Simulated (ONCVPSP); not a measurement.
# Debugging a pseudopotential input (Ce, ONCVPSP 4.0.1)

Command:

```bash
oncvpsp.x < Ce.dat > Ce.out
```

Input:

```
# ATOM AND REFERENCE CONFIGURATION
# atsym  z   nc   nv     iexc    psfile
  Ce 58.00   10    4  -001012      upf
#
#   n    l    f
    1    0    2.00
    2    0    2.00
    2    1    6.00
    3    0    2.00
    3    1    6.00
    3    2   10.00
    4    0    2.00
    4    1    6.00
    4    2   10.00
    4    3    1.00
    5    0    2.00
    5    1    6.00
    5    2    1.00
    6    0    1.00
#
# PSEUDOPOTENTIAL AND OPTIMIZATION
# lmax
    2
#
#   l,   rc,      ep,       ncon, nbas, qcut
    0    2.40    0.00    4    7    5.60
    1    0.10    0.00    4    9    3.90
    2    2.65    0.00    4    8    4.30
#
# LOCAL POTENTIAL
# lloc, lpopt,  rc(5),   dvloc0
    4    3    1.95   -1.00
#
# VANDERBILT-KLEINMAN-BYLANDER PROJECTORs
# l, nproj, debl
    0    3    2.10
    1    2    1.40
    2    2    3.00
#
# MODEL CORE CHARGE
# icmod, fcfact, rcfact
    3    5.25    1.00
#
# LOG DERIVATIVE ANALYSIS
# epsh1, epsh2, depsh
   -3.00    5.00    0.02
#
# OUTPUT GRID
# rlmax, drl
    6.00    0.01
#
# TEST CONFIGURATIONS
# ncnf
    4
# nvcnf
#   n    l    f
    4
    5    0    2.00
    5    1    6.00
    5    2    1.00
    6    0    2.00
#
    4
    5    0    2.00
    5    1    6.00
    5    2    1.00
    6    0    0.00
#
    4
    5    0    2.00
    5    1    6.00
    5    2    0.00
    6    0    0.00
#
    5
    5    0    2.00
    5    1    6.00
    5    2    0.00
    6    0    2.00
    6    1    1.00
#
```

This is an input that runs to its end, with one change: rc of l = 1 set to 0.10 bohr.

**Question.** How does the run end?

**Answer.** The program refuses the input: "test_data: rc < rc(lloc) for l = 1. Not allowed.".

```
ONCVPSP  (Optimized Norm-Conservinng Vanderbilt PSeudopotential)
scalar-relativistic version 4.0.1

test_data: rc < rc(lloc) for l = 1.  Not allowed.
ERROR: test_data found   1 ERROR; stopping
```
